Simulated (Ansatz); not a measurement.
System: Si₂H₄, charge 0, triplet. This triplet is an excited state, 0.6 eV above the singlet at CCSD(T)/cc-pV(Q+d)Z (Ansatz, a program for electronic structure). Si2H4 (SMILES [SiH][SiH3], triplet).
B3LYP-D3(BJ)/def2-TZVP minimum from Ansatz:
```
Si
H 1 1.4804
H 1 1.4844 2 109.21
H 1 1.4844 2 109.21 3 118.63
Si 1 2.3277 2 107.05 3 -120.69
H 5 1.4907 1 121.55 2 180.00
```
Charge 0, spin multiplicity 3.

Total energies in cc-pV(T+d)Z, 12 correlated electrons, 10 frozen orbitals. Open shells are spin-unrestricted; no spin-orbit coupling. Cores are frozen in correlated methods. No relativity. The spin of H4Si2 ([SiH][SiH3], triplet) was assumed, and the state is the lowest solution found for it.

```
method    program  energy (Eh)  minus CCSDT(Q) (mEh)
--------  -------  -----------  --------------------
HF         Ansatz   -580.14937                265.38
MP2        Ansatz   -580.36105                 53.69
CCSD       Ansatz   -580.40411                 10.64
CCSD(T)    Ansatz   -580.41280                  1.94
CCSDT(Q)   Ansatz   -580.41475                  0.00
```

Rough core times of Ansatz's runs on a shared machine: CCSD(T) under 20 s, CCSDT(Q) 30 min.
